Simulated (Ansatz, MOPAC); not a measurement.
Molecule: C5H11O, net charge 0, doublet state. SMILES: CC[CH][C@H](C)O

Atoms: C1, C2, C3, C4, C5, O6, H7, H8, H9, H10, H11, H12, H13, H14, H15, H16, H17. Bonds: C1-C2, C1-H7, C1-H8, C1-H9, C2-C3, C2-H10, C2-H11, C3-C4, C3-H12, C4-C5, C4-O6, C4-H13, C5-H14, C5-H15, C5-H16, O6-H17.

Bond lengths (Å) and angles (degrees) optimised at AM1 with MOPAC; MNDO with MOPAC; HF/3-21G with Ansatz (a program for electronic structure); HF/6-31G* with Ansatz; B3LYP/LANL2DZ with Ansatz; MP2/6-31G* with Ansatz, each started from the B3LYP-D3(BJ)/def2-TZVP structure (Ansatz) of the last column. A row stands for all coordinates that are equal there; 11 of 38 kinds are shown. 6-31G* holds six Cartesian d functions. No wavenumbers were computed at MNDO, B3LYP/LANL2DZ, MP2/6-31G*, so these may be saddle points.

| coordinate | AM1 | MNDO | HF/3-21G | HF/6-31G* | B3LYP/LANL2DZ | MP2/6-31G* | B3LYP-D3(BJ)/def2-TZVP |
|---|---|---|---|---|---|---|---|
| C1-C2 | 1.509 | 1.533 | 1.550 | 1.529 | 1.546 | 1.536 | 1.539 |
| C1-H7 | 1.117 | 1.109 | 1.084 | 1.086 | 1.097 | 1.094 | 1.092 |
| C1-H9 | 1.116 | 1.108 | 1.083 | 1.085 | 1.097 | 1.093 | 1.091 |
| C2-C3 | 1.465 | 1.491 | 1.506 | 1.501 | 1.506 | 1.493 | 1.486 |
| C2-H10 | 1.127 | 1.118 | 1.087 | 1.093 | 1.104 | 1.099 | 1.098 |
| C2-H11 | 1.116 to 1.126 | 1.109 to 1.115 | 1.086 | 1.088 | 1.100 to 1.108 | 1.097 | 1.094 |
| C3-C4 | 1.480 | 1.511 | 1.499 | 1.501 | 1.502 | 1.490 | 1.485 |
| C3-H12 | 1.093 | 1.088 | 1.073 | 1.076 | 1.089 | 1.086 | 1.083 |
| C1-C2-C3 | 112.6 | 114.5 | 112.4 | 113.0 | 113.1 | 113.3 | 113.5 |
| C2-C3-C4 | 120.3 | 123.9 | 122.0 | 121.4 | 121.8 | 122.1 | 122.3 |
| C3-C4-C5 | 111.6 | 111.4 | 111.9 | 112.6 | 113.2 | 112.6 | 112.7 |

A range marks coordinates that this level makes unequal.

Mean signed difference of all 16 bond lengths from B3LYP-D3(BJ)/def2-TZVP: AM1 0.011 Å, MNDO 0.011 Å, HF/3-21G -0.001 Å, HF/6-31G* -0.005 Å, B3LYP/LANL2DZ 0.012 Å, MP2/6-31G* 0.002 Å.
